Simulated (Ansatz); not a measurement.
Isolated molecules relaxed with PBE0-D4/def2-TZVP in Ansatz; ΔE leaves out vibrations. CCSD(T)/CBS adds triple-zeta CCSD(T) − MP2 to the extrapolated MP2 energy (def2 sets, frozen cores). Functionals use def2-TZVPP. For Mg outer-core shells are correlated without core-valence functions, which leaves a few kJ/mol of doubt a bond. Each species was taken in one conformer, which may not be the lowest.

`F[SiH](Cl)[SiH2][SiH3]` + `[OH][Mg][O][SiH3]` → `[SiH3][O][Mg][O][SiH3]` + `F[SiH]([SiH3])Cl`  (cleavage of the Si–Si bond)

Problem. Is it downhill or uphill in electronic energy at CCSD(T)/CBS, and by how much? (An estimate is asked.)

Solution. Ansatz gave: Downhill: ΔE = -27.8 kcal/mol.

Problem. What do these levels give: r2SCAN-D4, ωB97M-V, PBE, HF/def2-TZVPP, MP2/def2-TZVPP, HF/def2-QZVPP? (Best estimate.)

Solution. Computed: r2SCAN-D4 -25.2, ωB97M-V -27.0, PBE -21.3, HF/def2-TZVPP -34.1, MP2/def2-TZVPP -28.5, HF/def2-QZVPP -34.8 kcal/mol.

Largest T1 diagnostic among the species: 0.012.

From PBE to PBE0 (25 % exact exchange), in def2-TZVPP and without D4, ΔE moves by −1.9 kcal/mol. The D4 term adds +1.2 kcal/mol with B3LYP and +0.7 kcal/mol with PBE0; it sums over pairs of atoms, weighted by their polarisabilities, and B3LYP, whose exchange is more repulsive, gets the larger term. In def2-TZVPP, CCSD(T) changes the Hartree–Fock value by +6.7 kcal/mol (the triples alone add +0.9 kcal/mol) and MP2 by +5.6 kcal/mol.

B3LYP here is the variant with VWN-RPA as its local correlation; programs differ in this.
